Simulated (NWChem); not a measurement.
iodoethane (C2H5I); SMILES CCI

All runs: NWChem. Medium grid unless said otherwise, to which SCAN and Minnesota functionals are sensitive. Geometry: optimised at PBE0/def2-SVP. def2 effective core potentials on I; no spin-orbit coupling. Level r2SCAN/def2-SVP: single points from the atomic guess with DIIS by default; each run changes one setting, and all converged runs end within 0.3 mHa of each other.

### Question
Which setting needs the most SCF iterations, or fails (level shift of 0.5 Ha throughout; occupation smearing of 0.005 Ha; DIIS on 3 Fock matrices; no level shifting; defaults; no DIIS, 40 % damping)?

### Answer
no DIIS, 40 % damping, with 33 against 7 for the defaults.
```
setting                           SCF iterations
--------------------------------  --------------
defaults                                       7
occupation smearing of 0.005 Ha                7
no DIIS, 40 % damping                         33
no level shifting                              7
level shift of 0.5 Ha throughout              12
DIIS on 3 Fock matrices                        7
```
